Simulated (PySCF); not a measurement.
PySCF input file for difluoromethyl(fluoro)silane (CH3F3Si), SMILES F[SiH2]C(F)F, HF/pcSseg-1. The structure is a stationary point at PBE-D3(BJ)/def2-SVP. Other conformers were not sampled.

```python
import numpy as np
from pyscf import gto, scf, dft
from pyscf.prop.nmr import rhf as nmr

mol = gto.M(
    atom='''
    F     1.63598464    0.95414560   -0.00000000
    Si    0.98407570   -0.54606782    0.00000000
    C    -0.93493568   -0.39216431   -0.00000000
    F    -1.34773317    0.29564811    1.11647383
    F    -1.34773316    0.29564810   -1.11647383
    H     1.41111945   -1.26353215   -1.24455812
    H     1.41111945   -1.26353213    1.24455814
    H    -1.45434945   -1.38397673    0.00000001
    ''',
    basis='pcSseg-1',
    charge=0,
    spin=0,
    max_memory=1600,
    verbose=3,
)
mf = scf.RHF(mol)
mf.conv_tol = 1e-10
mf.max_cycle = 100
mf.kernel()
n = nmr.NMR(mf)
n.verbose = 2
n.max_cycle_cphf = 60
sigma = n.kernel()
print('atom   isotropic/ppm   span/ppm')
for i, s in enumerate(sigma):
    w = np.linalg.eigvalsh((s + s.T) / 2)
    print(f'{mol.atom_symbol(i):2s}{i + 1:3d} {w.mean():14.3f} {w[2] - w[0]:11.3f}')
```

Output:

```
converged SCF energy = -626.844215253635
atom   isotropic/ppm   span/ppm
F   1        423.939      32.963
Si  2        411.578      58.306
C   3         79.729      26.990
F   4        368.498     266.193
F   5        368.498     266.193
H   6         26.883       7.213
H   7         26.883       7.213
H   8         26.049       6.243
```

The calculation finished and met its thresholds.

Cost: very roughly 16 core-seconds.
